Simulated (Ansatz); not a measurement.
Cartesian coordinates (Å):
```xyz
7

B      2.4648    -0.0058    -0.0078
C      1.1067    -0.0029    -0.0025
B     -0.2579     0.0005     0.0015
B     -1.9063     0.0046     0.0063
H      3.6382    -0.0084    -0.0123
H     -2.5202     1.0232     0.1222
H     -2.5252    -1.0112    -0.1074
```
Charge 0, multiplicity 1.

Calculation: frozen-core CCSD(T)/cc-pVTZ // PBE0-D3(BJ)/def2-TZVP (Ansatz, an electronic-structure program).

```json
{
  "HF energy": "-113.58817 Ha",
  "MP2 correlation energy": "-0.42589 Ha"
}
```

**Question.** Estimate the CCSD correlation energy, the (T) correction, the total energy and the T1 diagnostic.

**Answer.** 
```yaml
CCSD correlation energy: -0.45428 Ha
"(T) correction": -0.02672 Ha
CCSD(T) total energy: -114.06917 Ha
T1 diagnostic: 0.018
```
